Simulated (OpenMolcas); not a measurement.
Ni6+, Pd6+, Pt6+: d4 down the group

* Program: OpenMolcas 26.06
* Method: CASSCF
* Basis: ANO-R2
* Scalar Hamiltonian: X2C, finite nucleus
* Spin-orbit coupling: RASSI with atomic mean-field integrals over the reference wave functions, term energies averaged over their components

Active space for each ion: 4 electrons in 10 orbitals (d d).

Computed levels in cm-1 above 5D0:

```tsv
Level	Ni6+	Pd6+	Pt6+
5D1	282	885	6762
5D2	820	2292	12431
5D3	1580	3981	16730
5D4	2525	5836	19290
3H4	33320	23803	29258
3H5	33951	25853	36573
3H6	34616	27377	39680
3P1(1)	36601	26994	37619
3F2(1)	38516	28670	36206
weight of 5D in the lowest level (%)	100	95	62
```

Mixed levels, with the weight of the term that names them: Pt6+ 5D0 (62 %), Pt6+ 5D4 (61 %), Pt6+ 3H4 (56 %), Pt6+ 3H6 (71 %), Pt6+ 3P1(1) (75 %), Pt6+ 3F2(1) (66 %).

Measured, with the error of the calculation in %. Measured levels: Ni6+ from Corliss and Sugar, J. Phys. Chem. Ref. Data 10, 197 (1981).

| Level | Ni6+ |
| --- | --- |
| 5D1 | 279 (+1.0) |
| 5D2 | 804 (+2.0) |
| 5D3 | 1520 (+3.9) |
| 5D4 | 2392 (+5.6) |
| 3H4 | 31672 (+5.2) |
| 3H5 | 32286 (+5.2) |
| 3H6 | 32877 (+5.3) |
| 3P1(1) | 31836 (+15.0) |
| 3F2(1) | 34247 (+12.5) |

The fine-structure level 5D4 changes by a factor of 7.64 from Ni6+ to Pt6+.

Without spin-orbit coupling 3H lies 32567, 22544, 20721 cm-1 above 5D in that order; the difference to the level 3H4, of either sign, comes from spin-orbit coupling, which also lowers the zero.

Without dynamic correlation excited terms often stand tens of per cent too high (terms of higher spin than the ground term too low), and those without a measured partner can miss by more than the paired ones. Active for correlation alone: 4d; no level in the range computed is led by a configuration that fills it, so any true level of that kind is missing (holds for Ni6+). Active for correlation alone: 5d; no level in the range computed is led by a configuration that fills it, so any true level of that kind is missing (holds for Pd6+). Active for correlation alone: 6d; no level in the range computed is led by a configuration that fills it, so any true level of that kind is missing (holds for Pt6+). Measured partners are found by configuration, term and J. A level has none where our copy of the source lacks it or the pairing is in doubt (some pairs that miss far off the trend of their configuration count as doubtful), and it then counts in no deviation. Only configurations of the active space appear.

A number in round brackets counts repeated terms of one configuration in the order of the reference energies.
